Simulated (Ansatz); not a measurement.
The same path of C$_{4}$H$_{5}$ClO$_{2}$ (12 atoms, charge 0, multiplicity 1) was run twice with different band settings. The coordinate that changes most is the dihedral H8–C1–C2–C3.

All numbers below come from RHF/def2-SVP (Ansatz).

Relaxed end points:

```xyz
12
Properties=species:S:1:pos:R:3
C -0.185 -2.104 -0.076
C 0.479 -0.977 -0.302
C -0.014 0.351 0.070
O -1.298 0.461 0.538
C 0.676 1.490 0.028
O 0.179 2.671 0.378
Cl 2.327 1.592 -0.447
H 0.222 -3.057 -0.387
H -1.135 -2.120 0.440
H 1.440 -1.009 -0.795
H -1.902 0.105 -0.099
H -0.711 2.542 0.685
```

```xyz
12
Properties=species:S:1:pos:R:3
C -0.186 -2.105 -0.079
C 0.481 -0.978 -0.294
C -0.013 0.351 0.073
O -1.298 0.461 0.540
C 0.675 1.491 0.026
O 0.176 2.672 0.372
Cl 2.324 1.594 -0.455
H -1.144 -2.122 0.424
H 0.224 -3.057 -0.387
H 1.449 -1.010 -0.775
H -1.901 0.104 -0.096
H -0.710 2.541 0.686
```

Common settings: movable images 5; climbing image yes; spring 5.0 eV/Å²; start path through a guess of the saddle point; force threshold 0.05 eV/Å; iteration limit 60; end points relaxed.

| run | optimiser |
| --- | --- |
| 1 | quadratic models (default) |
| 2 | lbfgs |

**Question.** What does each run give, and how far can it be trusted?

**Answer.** Run 1: converged after 35 iterations, highest image 3.484 eV above the first end. Neighbouring images differ by up to 2.7 eV, so the band resolves the path poorly. A vibrational analysis at the climbing image gives one clearly imaginary mode, 1210i cm⁻¹: a first-order saddle point.
Run 2: not converged after 60 iterations, highest image 3.512 eV above the first end. The band didn't meet its force threshold, so its energies are provisional: the largest band force was still 0.15 eV/Å, and over the last iterations the top stayed at 3.52 eV.
